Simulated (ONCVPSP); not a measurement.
**What one change does to a pseudopotential (Nb (Z = 41), ONCV)**

ONCVPSP 4.0.1 input, shortened (lines: element, Z, core and valence counts, functional; n l f; lmax; l rc ep ncon nbas qcut; lloc lpopt rc5 dvloc0; l nproj debl; icmod fcfact rcfact), PBEsol, fully relativistic:

```
  Nb 41.00    6    3  -116133      upf
    1    0    2.00
    2    0    2.00
    2    1    6.00
    3    0    2.00
    3    1    6.00
    3    2   10.00
    4    0    2.00
    4    1    6.00
    4    2    4.00
    2
    0    1.30    0.00    4    8    4.00
    1    1.40    0.00    4    8    6.50
    2    2.10    0.00    5   10    9.00
    4    5    1.25    4.00
    0    3    2.50
    1    2    2.70
    2    2    0.90
    3    3.00    1.45
```

Open shells are filled in proportion to 2j + 1.

All-electron outer shells of the reference configuration (PBEsol, scalar-relativistic, ld1.x):

```json
{"shell": "4s", "level (eV)": "-64.75", "outermost node (bohr)": "0.53", "outermost maximum (bohr)": "1.04"}
{"shell": "4p", "level (eV)": "-40.93", "outermost node (bohr)": "0.54", "outermost maximum (bohr)": "1.12"}
{"shell": "4d", "level (eV)": "-9.30", "outermost node (bohr)": "0.55", "outermost maximum (bohr)": "1.49"}
```

Change: local potential polynomial inside 0.85 bohr (lpopt 5, dvloc0 1 Ha).

Cutoffs: the cutoffs (Ha) at which the residual kinetic energy of the hardest occupied pseudo-wave falls to 1 and 0.1 mHa per electron; they do not see the model core or the augmentation charge, which bear on the density cutoff. Errors are all-electron minus pseudo energies relative to the spin-unpolarised reference configuration.

**Question.** Predict the effect on cutoff, ghosts and configuration errors.

**Answer.** The potential gets neither clearly harder nor softer (100 Ha and 119 Ha → 100 Ha and 119 Ha); the bound ghost in s disappears; the errors of the 4 common tests hardly move. In the separable form a ghost depends on how the local part lies against the semilocal potential of the channel, so the choice of the local part can create or remove one.

```tsv
quantity	base	changed
cutoff, loose	100 Ha	100 Ha
cutoff, tight	119 Ha	119 Ha
bound ghosts	s	none
GHOST(+) flags under 300 eV	none	p3/2 at 260.3 eV, s at 277.8 eV
error for 4s2 4p6 4d4 5s1, meV [ΔE -6.65 eV]	-0.9	-0.9
error for 4s2 4p6 4d3, meV [ΔE 14.03 eV]	+0.2	+0.2
error for 4s2 4p6 4d2, meV [ΔE 38.72 eV]	+3.9	+4.2
error for 4s2 4p6 4d4.5 5s0.5, meV [ΔE -6.09 eV]	-0.1	-0.1
s: phases at 1.32 bohr within 0.05 rad from the reference energy up to (Ha; the scan ends near 5)	to the end of the scan	to the end of the scan
p3/2: phases at 1.42 bohr within 0.05 rad from the reference energy up to (Ha; the scan ends near 5)	to the end of the scan	to the end of the scan
p1/2: phases at 1.42 bohr within 0.05 rad from the reference energy up to (Ha; the scan ends near 5)	to the end of the scan	to the end of the scan
d5/2: phases at 2.13 bohr within 0.05 rad from the reference energy up to (Ha; the scan ends near 5)	to the end of the scan	to the end of the scan
d3/2: phases at 2.13 bohr within 0.05 rad from the reference energy up to (Ha; the scan ends near 5)	to the end of the scan	to the end of the scan
rms error of d²Exc/dni dnj with the model core, mHa	4.78	4.78
```

 A true bound ghost makes a file unfit for plane-wave use even where its test errors are small: the radial tests pick states by their node count and pass the ghost by.
